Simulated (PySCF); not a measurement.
## Working out the ionisation energy of Pd

Pd [Kr] 4d10 (1S) → Pd⁺ [Kr] 4d9 (2D). Calculation: PySCF 2.14, in aug-cc-pwCVTZ-PP with ECP28MDF (8s8p7d4f3g, 122 functions); scalar relativity through the core potential. Frozen: nothing. Energies in hartree (1 hartree = 27.21139 eV):

```json
{"part": "UHF", "Pd (lower)": "-126.609051", "Pd⁺ (upper)": "-126.380179"}
{"part": "MP2 opposite-spin", "Pd (lower)": "-0.530794", "Pd⁺ (upper)": "-0.470419"}
{"part": "MP2 same-spin", "Pd (lower)": "-0.240350", "Pd⁺ (upper)": "-0.204077"}
```

**Question.** What does Hartree-Fock give?

**Answer.** (-126.380179) − (-126.609051) = 0.228872 hartree = 6.228 eV.

**Question.** What do MP2 and SCS-MP2 (6/5 opposite-spin, 1/3 same-spin) give?

**Answer.** The opposite-spin parts differ by 1.643 eV and the same-spin parts by 0.987 eV. MP2: 6.228 + (1.643) + (0.987) = 8.858 eV. SCS-MP2: 6.228 + 1.2 × (1.643) + (0.987)/3 = 8.529 eV.

Measured between the centres of the two terms (NIST): 8.512 eV, so MP2 (valence and next inner shell) is off by 0.346 eV.

What remains against the reference includes basis incompleteness and correlation beyond second order.
